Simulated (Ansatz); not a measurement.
`[CH3][InH][Br]` + dimethylamine → `C[N](C)[InH][Br]` + CH₄ at 400 K and 1 bar (ligand exchange at the In–C bond).

Gas-phase electronic energies from Ansatz, PBE0-D4/def2-TZVP geometries. CCSD(T)/CBS is the MP2 limit (def2-TZVPP, def2-QZVPP) plus CCSD(T) − MP2 in def2-TZVPP, frozen cores. This one scheme is used for every species. def2 core potentials past Kr. For Br, In outer-core shells are correlated without core-valence functions, which leaves a few kJ/mol of doubt a bond. Scalar relativity is left out up to krypton. One conformer a species, not always the lowest.

```json
{"species": "`[CH3][InH][Br]`", "CCSD(T)/CBS energy (Eh)": "-2803.63750", "H − E (kJ/mol)": "137.9", "S (J/(mol·K))": "372.7"}
{"species": "`CNC`", "CCSD(T)/CBS energy (Eh)": "-135.00321", "H − E (kJ/mol)": "264.6", "S (J/(mol·K))": "293.2"}
{"species": "`C[N](C)[InH][Br]`", "CCSD(T)/CBS energy (Eh)": "-2898.19389", "H − E (kJ/mol)": "269.6", "S (J/(mol·K))": "432.2"}
{"species": "CH₄", "CCSD(T)/CBS energy (Eh)": "-40.46206", "H − E (kJ/mol)": "131.3", "S (J/(mol·K))": "197.2"}
```

H − E and S are ideal-gas, rigid-rotor, harmonic terms from PBE0-D4/def2-TZVP, for one conformer and one mirror image of each species. 1 Eh = 2625.50 kJ/mol, R = 8.31446 J/(mol·K).

Question: By hand: ΔE, ΔH, ΔS and ΔG.

Answer: ΔE = (-2898.19389) + (-40.46206) − (-2803.63750) − (-135.00321) = -0.01524 Eh = -40.0 kJ/mol. Δ(H − E) = 269.6 + 131.3 − 137.9 − 264.6 = -1.6, so ΔH = -41.6 kJ/mol. ΔS = 432.2 + 197.2 − 372.7 − 293.2 = -36.5 J/(mol·K). ΔG = -41.6 − 400 × (-36.5)/1000 = -27.0 kJ/mol.

Question: By hand: the equilibrium constant, and the temperature at which ΔG would vanish if ΔH and ΔS stayed fixed.

Answer: log₁₀ K = −ΔG/(RT ln 10) = 3.5. ΔG = 0 at ΔH/ΔS = 1140 K.

TΔS isn't small against ΔH here. A doubt of 5 kJ/mol in ΔE shifts log₁₀ K by 0.7 here. Other conformers and mirror images would add mixing entropy, several J/(mol·K) or more a flexible species. Modes under 60 cm⁻¹, often nearly free rotors, make the harmonic entropy too high. These are equilibria of isolated gas molecules and say nothing of rates. Largest T1 diagnostic: 0.014 (customary marks: 0.02 for closed shells, 0.045 for open ones).
